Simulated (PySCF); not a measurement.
C5H9NS.
SMILES: `C/N=C/C=C\SC`

Vertical excitations from PySCF (density fitting, frozen core in the response, grid level 2 and gas phase unless stated; continuum runs use non-equilibrium linear response for the excitations) on a GFN2-xTB geometry. Reference run:

```csv
settings,"S1, eV (f)","S2, eV (f)","S3, eV (f)","S4, eV (f)","S5, eV (f)","S6, eV (f)","T1, eV (Tamm–Dancoff)",mean α (au)
"PBE0/def2-SVPD, full TDDFT, 6 singlets",3.74 (0.000),4.35 (0.167),5.70 (0.001),6.02 (0.098),6.03 (0.071),6.09 (0.005),2.83,98.2
```

What do these settings give: HSE06/def2-SVPD, full TDDFT, 1 singlet?

```json
{"settings": "HSE06/def2-SVPD, full TDDFT, 1 singlet", "S1, eV (f)": "3.73 (0.000)", "S2, eV (f)": "–", "S3, eV (f)": "–", "S4, eV (f)": "–", "S5, eV (f)": "–", "S6, eV (f)": "–", "T1, eV (Tamm–Dancoff)": "–", "mean α (au)": "98.6"}
```

S1 moves by -0.01 eV (HSE06 has 25 % exact exchange at short range alone, PBE0 25 % exact exchange). States are counted by energy in each run and needn't keep their character from row to row.

Give the leading configurations of S1 (H = HOMO, L = LUMO) and the HOMO–LUMO gap of each run.

| settings | S1 configurations (weight) | S1 (eV) | orbital gap (eV) | S1 − gap (eV) |
| --- | --- | --- | --- | --- |
| PBE0/def2-SVPD, full TDDFT, 6 singlets | H−1→L 0.99 | 3.74 | 5.01 | -1.27 |
| HSE06/def2-SVPD, full TDDFT, 1 singlet | H−1→L 0.99 | 3.73 | 4.25 | -0.52 |

Shape of the structure used: `[CH3:1]/[N:2]=[CH:3]/[CH:4]=[CH:5]\[S:6][CH3:7]`: N2–C3–C4–C5 1°, C4–C5–S6–C7 179°.

One conformer stands for the species.
